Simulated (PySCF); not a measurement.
**Cr²⁺: excitation energy**

Cr²⁺ [Ar] 3d4 (5D) → Cr²⁺ [Ar] 3d3 4p1 (high-spin determinant), as a difference of total energies. Computed with PySCF 2.14 in x2c-QZVPPall with one added diffuse shell each of s, p, d, f, g type (12s8p6d4f3g, 121 functions), with scalar relativity by spin-free X2C-1e. Correlated levels: valence: [Ar] frozen; valence and next inner shell: [Ne] frozen. The calculations carry no spin-orbit coupling.

```
                                method  excitation energy (eV)
                                   UHF                  11.046
                                   LDA                  11.926
                                   PBE                  11.574
                                  PBE0                  11.641
                                r2SCAN                  11.430
                                  TPSS                  11.456
                                M06-2X                  11.703
                               r2SCANh                  11.473
                         MP2 (valence)                  11.531
                     SCS-MP2 (valence)                  11.208
    MP2 (valence and next inner shell)                  11.946
SCS-MP2 (valence and next inner shell)                  11.618
```

Question: How much does correlation contribute at MP2 (valence and next inner shell)?

Answer: 11.946 − (11.046) = 0.900 eV, measured against UHF.

A first-order spin-orbit estimate (lowest level to lowest level, LS coupling) adds -0.056 eV.

The determinant of the upper state mixes LS terms, which raises its energy above the lowest term, most at the Hartree-Fock and MP2 levels.
